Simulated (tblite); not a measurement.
A geometry optimisation, step by step.

Species: C5H13GeNSi.
Numbering: `[CH2:1]=[CH:2][CH2:3][C:4](=[CH2:5])[N:6]([SiH3:7])[GeH3:8]` (hydrogens: H9, H10 on C1; H11 on C2; H12, H13 on C3; H14, H15 on C5; H16, H17, H18 on Si7; H19, H20, H21 on Ge8)

Computed with GFN2-xTB (tblite), gas phase: L-BFGS steps from a force-field or distance-geometry start until the largest atomic force falls under 0.01 eV/Å. 3 of its 138 geometries are shown.

Step 0: E = -649.5114 eV, largest atomic force 1.666 eV/Å
```
atom  x, y, z in Å  |  force x, y, z in eV/Å
C1      2.908    1.095   -1.443   -1.095  -0.456  -0.045
C2      1.748    0.438   -1.286    1.464   0.584   0.541
C3      1.415   -0.190    0.053   -0.737   0.448   0.024
C4      0.048   -0.837   -0.005   -0.939  -0.603   0.103
C5     -0.059   -2.091   -0.472    0.147   0.513   0.074
N6     -1.128   -0.116    0.415    0.202  -0.094   0.401
Si7    -2.399   -0.876    1.426    0.674   0.021  -0.463
Ge8    -1.322    1.700   -0.005    0.040   0.020  -0.050
H9      3.611    1.200   -0.624   -0.133   0.011  -0.339
H10     3.131    1.540   -2.400    0.239   0.040   0.165
H11     1.065    0.347   -2.118   -0.111  -0.129   0.183
H12     1.408    0.591    0.842    0.065  -0.276  -0.344
H13     2.179   -0.933    0.332   -0.290   0.170  -0.172
H14     0.822   -2.633   -0.816   -0.418   0.186   0.241
H15    -1.022   -2.566   -0.569    0.212  -0.022  -0.018
H16    -3.413    0.119    1.824    0.255  -0.046  -0.180
H17    -1.787   -1.431    2.649    0.045   0.077  -0.200
H18    -3.063   -1.960    0.677    0.045   0.151   0.046
H19    -1.313    1.863   -1.545    0.044  -0.034   0.507
H20    -0.163    2.521    0.610   -0.364  -0.213  -0.242
H21    -2.675    2.237    0.550    0.653  -0.349  -0.231
```

Step 68: E = -649.8588 eV, largest atomic force 0.052 eV/Å
```
atom  x, y, z in Å  |  force x, y, z in eV/Å
C1      2.729    1.273   -1.405   -0.006   0.013   0.000
C2      1.684    0.491   -1.205   -0.001   0.002   0.011
C3      1.399   -0.210    0.095   -0.004  -0.008   0.005
C4      0.052   -0.883    0.093   -0.008   0.010  -0.028
C5     -0.075   -2.152   -0.279    0.005  -0.006   0.051
N6     -1.026   -0.093    0.506   -0.014  -0.014  -0.001
Si7    -2.376   -0.854    1.304   -0.017  -0.020  -0.002
Ge8    -1.189    1.627   -0.124    0.003   0.003   0.019
H9      3.452    1.460   -0.627   -0.012   0.021   0.011
H10     2.915    1.750   -2.351   -0.001  -0.006  -0.016
H11     0.988    0.294   -2.012    0.009  -0.024   0.014
H12     1.445    0.506    0.921    0.012  -0.002   0.002
H13     2.172   -0.964    0.272    0.006  -0.006  -0.021
H14     0.787   -2.744   -0.534   -0.020   0.009  -0.015
H15    -1.035   -2.636   -0.335    0.019  -0.004  -0.014
H16    -2.984    0.192    2.130   -0.013  -0.003  -0.026
H17    -1.809   -1.917    2.128    0.012  -0.007   0.003
H18    -3.371   -1.381    0.357    0.005   0.013   0.019
H19    -1.276    1.631   -1.623   -0.009   0.009   0.013
H20    -0.033    2.475    0.313    0.028   0.003  -0.008
H21    -2.458    2.150    0.467    0.005   0.020  -0.018
```

Step 137: E = -649.9205 eV, largest atomic force 0.007 eV/Å
```
atom  x, y, z in Å  |  force x, y, z in eV/Å
C1      2.301    1.469   -1.439   -0.003  -0.001   0.003
C2      1.745    0.284   -1.258    0.000   0.003  -0.004
C3      1.467   -0.337    0.076    0.001   0.002  -0.001
C4      0.083   -0.938    0.110   -0.001   0.002  -0.001
C5     -0.099   -2.213   -0.225   -0.002   0.001   0.001
N6     -0.954   -0.093    0.506   -0.002   0.004  -0.002
Si7    -2.385   -0.795    1.216    0.000  -0.001   0.001
Ge8    -0.958    1.677   -0.008   -0.002   0.005  -0.003
H9      2.599    2.089   -0.608   -0.003   0.000  -0.002
H10     2.504    1.860   -2.422    0.005  -0.004   0.000
H11     1.478   -0.333   -2.108    0.004   0.004   0.001
H12     1.577    0.404    0.872    0.004   0.001   0.001
H13     2.195   -1.135    0.246    0.000  -0.001   0.001
H14     0.737   -2.841   -0.476   -0.003  -0.004   0.001
H15    -1.074   -2.663   -0.272   -0.002  -0.003   0.000
H16    -3.037    0.291    1.948    0.000  -0.004   0.003
H17    -1.917   -1.844    2.118    0.002   0.001   0.000
H18    -3.313   -1.323    0.206   -0.002  -0.001  -0.002
H19    -0.905    1.788   -1.502    0.000   0.002   0.004
H20     0.189    2.422    0.608    0.003   0.003  -0.001
H21    -2.243    2.248    0.503    0.001  -0.007  -0.001
```

Q: Summarise the path.

A: The energy falls by 9.43 kcal/mol from step 0 to step 137; nine tenths of that is first reached at step 87. It falls at every step. The largest force goes from 1.666 to 0.007 eV/Å. Among the bonds Ge8–H21 changes most, from 1.559 to 1.496 Å; the atoms move by 0.537 Å rms after alignment.

The cost below is that of the whole relaxation. The run took 2.1 s of wall time on one thread, Arm Neoverse N1 (aarch64), no GPU, shared host with 64 logical CPUs at a one-minute load of 40.
